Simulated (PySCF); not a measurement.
Species: C₄H₄N₂Si.
Atom-mapped SMILES: `[N:1]#[C:2][C:3]#[C:4]/[CH:5]=[N:6]/[SiH3:7]` (hydrogens: H8 on C5; H9, H10, H11 on Si7)

Computed with PySCF 2.14.0, PBE0-D3(BJ)/def2-SVP geometry optimisation, gas phase.

Q: What internal coordinates does the optimisation give?

A: 
```tsv
bond	length (Å)	order
N1≡C2	1.163	triple
C2–C3	1.373	single
C3≡C4	1.218	triple
C4–C5	1.437	single
C5=N6	1.268	double
N6–Si7	1.760	single
C5–H8	1.112	single
Si7–H9, Si7–H11	1.489	single
Si7–H10	1.500	single
```

Bonds in one row agree within 0.01 Å and their mean is given. Orders are formal, as drawn. A selection of angles:
```tsv
angle	degrees
N1–C2–C3	179.7
C2–C3–C4	179.8
C3–C4–C5	177.5
C4–C5–N6	121.9
C4–C5–H8	113.7
N6–C5–H8	124.4
C5–N6–Si7	124.5
N6–Si7–H9	107.4
N6–Si7–H10	111.7
H9–Si7–H10	110.1
```

Dihedral angles: C4–C5–N6–Si7 180° (antiperiplanar).

Si7 (SiH3 silicon) is tetrahedral (angles from 107.4° to 111.7°). The 2 C–N bonds span 1.163 Å (N1≡C2, drawn triple) to 1.268 Å (C5=N6, drawn double), a spread of 0.105 Å. The 7 heavy atoms lie in one plane (0.001 Å rms). The 3 C–C bonds span 1.218 Å (C3≡C4, drawn triple) to 1.437 Å (C4–C5, drawn single), a spread of 0.219 Å.

Point group: Cs (tolerance 0.08 Å). Whether it is a minimum is left open (no frequencies).
